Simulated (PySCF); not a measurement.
Gas-phase equilibrium of 1 mol NaCl, 2.7 mol H₂O at 1600 K and 0.00133 bar, among 21 species (ClO, O₂, HCl, O, HO₂, H₂O, H, HOCl, Na, H₂O₂, O₃, Na₂, H₂, Na₂(OH)₂, NaCl, NaOH, Cl, Cl₂, Na₂O, Na₂Cl₂, OH). Only gases are allowed; each row takes one source of thermochemistry for all species, and Cantera finds the minimum.

Method: PySCF energies plus ideal-gas RRHO corrections (1 bar). 'Table' is the NASA 1993 thermochemical table (part measured, part estimated). † marks an energy on the PBE0/def2-TZVP geometry and frequencies. Open shells (unrestricted) among the columns below: O₂ (multiplicity 3), Na (multiplicity 2); the rest are closed-shell singlets. B3LYP is the form with VWN-RPA correlation. The harmonic model lacks anharmonicity and excited electronic states, which grow with temperature; levels with a mode under 35 cm⁻¹ are left out.

Molecules larger than those listed are left out. Table species left out: NaH, NaO.

Mole fractions:

```csv
thermochemistry,x H₂O,x NaCl,x H₂,x HCl,x Na,x O₂
table,0.72,0.26,0.0027,0.0066,0.0047,0.0023
B3LYP/def2-TZVP†,0.70,0.25,0.013,0.014,0.013,0.0092
BLYP/def2-TZVP†,0.67,0.24,0.027,0.019,0.017,0.018
PBE/def2-TZVP†,0.68,0.24,0.016,0.022,0.021,0.013
r2SCAN/def2-TZVP†,0.69,0.25,0.017,0.012,0.010,0.011
LDA/def2-TZVP†,0.71,0.25,0.0024,0.015,0.012,0.0043
```
The most sensitive of these is H₂: it spans a factor of 10^1.1 over these rows; at this temperature one factor of ten is RT ln 10 = 31 kJ/mol.
